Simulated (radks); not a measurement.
Al III, 11 electrons, occupied as [Ne] 3s1 (the NIST ground configuration). All-electron calculation, scalar-relativistic Kohn-Sham, BLYP, spin-polarised, spherical densities, finite nucleus; open shells are filled with parallel spins first; Fermi nuclear charge, rms radius 3.061 fm. Program: a radial shooting solver on a logarithmic mesh with Libxc functionals.

Unscreened Slater integrals over Kohn-Sham orbitals (eV). They are taken over the spin-up orbitals.

F0(3s,3s): 11.247
F0(3s,2p): 14.857
G1(3s,2p): 1.1090
F0(3s,2s): 14.787
G0(3s,2s): 0.87388
F0(3s,1s): 16.200
G0(3s,1s): 0.40571
F0(2p,2p): 41.763
F2(2p,2p): 19.012
F0(2p,2s): 40.372
G1(2p,2s): 24.160
F0(2p,1s): 59.321
G1(2p,1s): 7.7166
F0(2s,2s): 39.517
F0(2s,1s): 56.043
G0(2s,1s): 4.4019
F0(1s,1s): 213.18
